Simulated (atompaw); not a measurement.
Reading a pseudo-wave (Sc)

Columns: radius, all-electron u(r) and pseudo u(r) of the 4p shell (level -1.76 eV) of scandium in the configuration [Ar] 3d1 4s1.5 4p0.5; PBE, scalar-relativistic, PAW (atompaw) scheme, atompaw 4.2.0.5.

| r (bohr) | all-electron | pseudo |
| --- | --- | --- |
| 0.115 | 0.0878 | 0.0007 |
| 0.231 | 0.0976 | 0.0028 |
| 0.346 | 0.0284 | 0.0062 |
| 0.462 | -0.0581 | 0.0112 |
| 0.577 | -0.1276 | 0.0177 |
| 0.692 | -0.1710 | 0.0257 |
| 0.808 | -0.1881 | 0.0354 |
| 0.923 | -0.1829 | 0.0468 |
| 1.038 | -0.1610 | 0.0598 |
| 1.154 | -0.1274 | 0.0748 |
| 1.269 | -0.0868 | 0.0913 |
| 1.385 | -0.0419 | 0.1097 |
| 1.500 | 0.0042 | 0.1294 |
| 1.615 | 0.0503 | 0.1506 |
| 1.731 | 0.0955 | 0.1733 |
| 1.846 | 0.1384 | 0.1969 |
| 1.962 | 0.1791 | 0.2214 |
| 2.077 | 0.2169 | 0.2462 |
| 2.192 | 0.2518 | 0.2711 |
| 2.308 | 0.2843 | 0.2961 |
| 2.423 | 0.3136 | 0.3203 |
| 2.538 | 0.3403 | 0.3437 |
| 2.654 | 0.3647 | 0.3661 |
| 2.769 | 0.3863 | 0.3867 |
| 2.885 | 0.4056 | 0.4057 |
| 3.000 | 0.4224 | 0.4224 |

Q: How many radial nodes do the two functions have?

A: The all-electron 4p function has n − l − 1 = 2; the pseudo-wave has 0, since the states of the same l below it are removed with the core.

Q: Is the pseudo-wave norm-conserving?

A: No, it belongs to a PAW set: the norm inside the radius is not constrained, and the difference is carried by the augmentation charge.
